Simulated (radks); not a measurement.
The numbers below are computed, except where a source is named.
Problem. Coherent X-ray form factor from a spherical all-electron density. Code: a radial shooting solver on a logarithmic mesh with Libxc functionals. Model: non-relativistic Kohn-Sham, TPSS, spin-polarised, spherical densities, point nucleus; meta-GGA in the generalised Kohn-Sham scheme.

sin(theta)/lambda (1/angstrom)  f0 (electrons)
0.05                                    19.699
0.1                                     18.857
0.15                                    17.623
0.2                                     16.179
0.25                                    14.683
0.3                                     13.251
0.4                                     10.833
0.5                                      9.116
0.6                                      7.978
0.8                                      6.649
1                                        5.716
1.25                                     4.617
1.5                                      3.624
2                                        2.267

The species is in the configuration that NIST lists as its ground one. Which atom or ion scatters so?

Solution. The titanium ion Ti2+, [Ar] 3d2. Extrapolating in s^2 from the first two rows gives f0(0) = 20.0, near the electron count 20; among species with that count, the fall with angle is slower the higher Z, and the table is that of Z = 22; from so few rows the species is fixed only to a neighbour or two.
